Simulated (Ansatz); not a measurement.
Process, species as SMILES: [Br][GeH][Br] -> [Br][GeH-][Br] (an electron is taken up)

Property: adiabatic electron affinity (0 K, with zero-point energies), in eV. Positive where the reaction releases energy. Terms: UHF or UKS for open shells; 6-31G* and kin with 6d, 5d where marked; no spin-orbit coupling; non-relativistic; dispersion terms only where a functional's name holds one; LANL2DZ with its own core potentials from Na on. First-principles rows: single points at B3LYP-D3(BJ) geometries (Ansatz, a first-principles code), with unscaled harmonic terms from B3LYP/6-31G* (LANL2DZ past Ar) (Ansatz) at its own minima. Sets without +, aug- or the D of def2-TZVPD hold no diffuse functions, which anions need.

```tsv
level	program	adiabatic electron affinity (0 K, with zero-point energies) (eV)
SVWN5/6-31G*	Ansatz	2.97
PBE/STO-3G	Ansatz	-1.49
PBE/3-21G	Ansatz	2.68
PBE/LANL2DZ	Ansatz	3.27
BLYP/6-31G* with LANL2DZ past Ar	Ansatz	3.19
B3LYP/3-21G	Ansatz	2.86
B3LYP/6-31G*	Ansatz	3.13
B3LYP/def2-SVP	Ansatz	2.88
B3LYP/6-31G* with LANL2DZ past Ar	Ansatz	3.45
B3LYP-D3(BJ)/def2-TZVPD	Ansatz + dftd3	3.18
```

No value to compare with is used here. The 9 habitual levels span -1.49 (PBE/STO-3G) to 3.45 eV (B3LYP/6-31G* with LANL2DZ past Ar); B3LYP-D3(BJ)/def2-TZVPD gives 3.18.

The levels are drawn from those run, B3LYP/6-31G* more often than the rest, none by its result; left out are runs that failed, that the program found above a lower state of the same kind, or whose <S^2> lies over 0.5 above the pure value.
